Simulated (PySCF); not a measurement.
Computed with B3LYP in PySCF with Rh def2-SVP with ECP28, O def2-SVP, Br def2-SVP; scalar-relativistic core potentials, no spin–orbit coupling; density-fitted integrals. Open shells, if any, are unrestricted.

Q: What spin state, shape and geometry does isolated RhOBr take (every ligand bound to Rh)?

A: Formally Rh is in oxidation state +3, d6, with 2 unpaired electrons (the high-spin count would be 4). The Mulliken spin on Rh is 1.22. The polar-tensor charge on Rh, 0.96, is far below the formal one. The lowest minimum found is a triplet of Cs symmetry with Rh–Br 2.372 Å, Rh–O 1.677 Å; Br–Rh–O 126.4°. Its harmonic wavenumbers are 101 (a'), 271 (a'), 939 (a') cm⁻¹ and its dipole moment is 2.24 D.

This need not be the most stable arrangement of these atoms. With open d or f shells other occupations or spin states may lie lower.
